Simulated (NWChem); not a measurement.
CH₄AlI; SMILES [CH3][AlH][I]

def2 effective core potentials on I; no spin-orbit coupling.

### Question
Give the equilibrium geometry at PBE0/def2-SVP with def2 effective core potentials on I (NWChem) as a Z-matrix, with the point group.

### Answer
point group Cs; any orientation.
```
C
H 1 1.1000
H 1 1.1037 2 108.22
H 1 1.1037 2 108.21 3 115.03
Al 1 1.9457 2 113.09 4 122.47
H 5 1.5839 1 124.24 2 179.84
I 5 2.4864 6 115.89 1 -179.99
```
